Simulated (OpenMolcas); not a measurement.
A calculation on Pt I.

```yaml
Program: OpenMolcas
Method: CASSCF
Basis: ANO-RCC-VTZP [8s7p5d3f1g]
Scalar_Hamiltonian: DKH2, point nucleus
Active_space: 10 electrons in 11 orbitals (5d 6s 6d)
State_averaging: 2S+1 = 3 even, 15 roots; 2S+1 = 1 even, 11 roots kept (CI in the orbitals of an earlier block)
Spin-orbit_coupling: state interaction with AMFI integrals over the reference wave functions, term energies averaged over their components
```

Task: Which level of the active space comes out lowest?

Result: 5d⁹ 6s ³D₃, with 100 % of that term; it is also the measured ground level.

Task: How high does 5d⁹ 6s ³D₁ lie?

Result: 10330 cm⁻¹ above the lowest level; measured 10132 cm⁻¹ above the ground level, so the calculation is off by +2 %.

Task: How high does 5d⁸ 6s² ³F₃ lie?

Result: 12823 cm⁻¹ above the lowest level; measured 10117 cm⁻¹ above the ground level, so the calculation is off by +27 %.

Task: How high does 5d¹⁰ ¹S₀ lie?

Result: 8405 cm⁻¹ above the lowest level; measured 6140 cm⁻¹ above the ground level, so the calculation is off by +37 %.

Task: The level at 16407 cm⁻¹ has J = 2. What is it made of, and what is its g factor?

Result: 26 % 5d⁸ 6s² ¹D₂, 25 % 5d⁸ 6s² ³F, 22 % 5d⁹ 6s ¹D; g = 1.016, against 1.000 from Landé's formula for the pure leading term.

Measured values: NIST Handbook of Basic Atomic Spectroscopic Data.

Without dynamic correlation excited terms often stand tens of per cent too high (terms of higher spin than the ground term too low), and those without a measured partner can miss by more than the paired ones. Terms from blocks run as CI alone lack orbitals of their own. Active for correlation alone: 6d; no level in the range computed is led by a configuration that fills it, so any true level of that kind is missing. Measured partners are found by configuration, term and J. A level has none where our copy of the source lacks it or the pairing is in doubt (some pairs that miss far off the trend of their configuration count as doubtful), and it then counts in no deviation. Levels of configurations outside the active space are missing.
